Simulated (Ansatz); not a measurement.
Reaction (redistribution): `C[Si](O)(O)[SiH3]` + `SCO[SiH2]S` → `C[Si](O)([SiH3])S` + `O[SiH2]OCS`

Calculated with Ansatz (gas phase, PBE0-D4/def2-TZVP geometries, no zero-point term in ΔE). CBS: MP2 limit from def2 TZ/QZ plus the TZ coupled-cluster correction, frozen cores. One conformer a species, not always the lowest.

```json
{"species": "`C[Si](O)(O)[SiH3]`", "HF/CBS(def2) energy (Eh)": "-770.37021"}
{"species": "`SCO[SiH2]S`", "HF/CBS(def2) energy (Eh)": "-1200.41029"}
{"species": "`C[Si](O)([SiH3])S`", "HF/CBS(def2) energy (Eh)": "-1093.00461"}
{"species": "`O[SiH2]OCS`", "HF/CBS(def2) energy (Eh)": "-877.78113"}
```

Task: Work out ΔE.

Result: ΔE = (-1093.00461) + (-877.78113) − (-770.37021) − (-1200.41029) = -0.00524 Eh = -13.8 kJ/mol. CCSD(T)/CBS gives -16.7 kJ/mol.

Largest T1 diagnostic among the species: 0.012.
